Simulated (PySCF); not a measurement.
**PmOF at several levels of theory**

Computed with PySCF 2.14.0 (density fitting, no spin-orbit coupling) at the geometry relaxed with PBE0:

```xyz
3
PmOF (singlet in the valence; each metal's 4f electrons, 4 of them, lie in its core potential, out of spins and levels)
Pm    0.0411    0.0000   -0.3661
O     1.5552    0.0000    0.7183
F    -1.6885    0.0000    0.8017
```

```json
{"level": "PBE0", "basis": "Pm lcecp-1-SVP with ECP50, O def2-SVP, F def2-SVP", "state": "singlet", "HOMO (eV)": "-6.62", "gap (eV)": "4.55", "charge on Pm1 (e)": "0.91", "population of f-type functions on Pm1 (polarisation alone where 4f lies in the core)": "0.11", "dipole about the centre of mass (D)": "7.52", "largest force component (eV/Å)": "0.00"}
{"level": "PBE0", "basis": "Pm lcecp-1-TZVP with ECP50, O def2-TZVP, F def2-TZVP", "state": "singlet", "HOMO (eV)": "-6.62", "gap (eV)": "4.55", "charge on Pm1 (e)": "1.28", "population of f-type functions on Pm1 (polarisation alone where 4f lies in the core)": "0.11", "dipole about the centre of mass (D)": "7.78", "largest force component (eV/Å)": "0.27"}
```

In the lcecp rows the 4f levels are missing from HOMO and gap, and the state counts the valence alone.

Charges are Mulliken's, which hang on the basis. The relaxation used the grid (50, 194), these runs (75, 302) or, all-electron (x2c bases, spin-free X2C Hamiltonian), (99, 590).

Q: A further run in the first row's basis gives HOMO (eV) -7.93, gap (eV) 6.42, charge on Pm1 (e) 0.89, population of f-type functions on Pm1 (polarisation alone where 4f lies in the core) 0.12, dipole about the centre of mass (D) 7.74, largest force component (eV/Å) 0.06. Which level was it?
A. TPSS
B. CAM-B3LYP

A: B. The others give HOMO -5.18 eV (TPSS).

In the first row's basis the gap widens with exact exchange: 2.7 eV for TPSS (none); 4.5 eV for PBE0 (a fixed share); 6.4 eV for CAM-B3LYP (rising or full at long range).

An lcecp potential fixes the number of 4f electrons, so in runs with it no electron can move into or out of that shell.
